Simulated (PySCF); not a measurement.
Species: C4H7FSi.
Numbering: `[F:1][C:2]1=[CH:3][CH2:4][SiH2:5][CH2:6]1` (hydrogens: H7 on C3; H8, H9 on C4; H10, H11 on Si5; H12, H13 on C6)

Cartesian coordinates in Å at the PBE0-D3(BJ)/def2-SVP level; atoms count from 1:
```
atom  x, y, z in Å
F1    -2.0253   -1.0299    1.9694
C2    -1.1293   -0.5550    1.1015
C3    -0.4954   -1.3517    0.2324
C4     0.5002   -0.7261   -0.7050
Si5    0.4206    1.1170   -0.2281
C6    -0.8683    0.9149    1.1577
H7    -0.7067   -2.4250    0.2174
H8     1.5103   -1.1508   -0.5733
H9     0.2327   -0.8947   -1.7624
H10    1.7186    1.6620    0.2717
H11   -0.0650    1.9929   -1.3365
H12   -1.7952    1.4880    0.9877
H13   -0.4930    1.2078    2.1529
```

The calculation used core-valence-separated Tamm–Dancoff BHandHLYP/aug-pcX-1 (pcseg-1 on H, def2-SVPD on Si) in PySCF, non-relativistic, gas phase, PBE0-D3(BJ)/def2-SVP geometry.

Computed fluorine K-edge spectrum, Gaussian lines of 0.5 eV full width, highest printed point 100; it ends one width below the last computed root. Absolute energies from this functional tend to lie a few eV below measured edges; no shift was applied.

(photon energy (eV), absorption): (685.6, 0), (685.7, 1), (685.8, 5), (685.9, 13), (686.0, 30), (686.1, 55), (686.2, 82), (686.3, 100), (686.4, 100), (686.5, 81), (686.6, 54), (686.7, 30), (686.8, 17), (686.9, 16), (687.0, 28), (687.1, 47), (687.2, 65), (687.3, 74), (687.4, 67), (687.5, 50), (687.6, 32), (687.7, 22), (687.8, 21), (687.9, 26), (688.0, 35), (688.1, 43), (688.2, 44), (688.3, 38)

**Question.** Where are the maxima, and which lines make them up?

**Answer.** 3 maxima:
- 686.3 eV: F1 (vinyl fluorine), 686.39 eV, f = 0.015, 62 % of the height at the exact maximum; F1 (vinyl fluorine), 686.27 eV, f = 0.010, 38 % of the height at the exact maximum
- 687.3 eV: F1 (vinyl fluorine), 687.30 eV, f = 0.017, 100 % of the height at the exact maximum
- 688.2 eV: F1 (vinyl fluorine), 688.19 eV, f = 0.009, sum of 2, 86 % of the height at the exact maximum

Further lines of some strength in the range: F1, 687.89 eV, f = 0.002.

Roots within 0.03 eV on the same or equivalent atoms count as one line; shares under 12 % aren't listed.

Vibrational structure and lifetime widths aren't in the curve. The ionisation threshold wasn't computed; near and above it a finite basis only mimics Rydberg series and continuum.

The run took about 26 s of CPU time (one thread, shared machine).
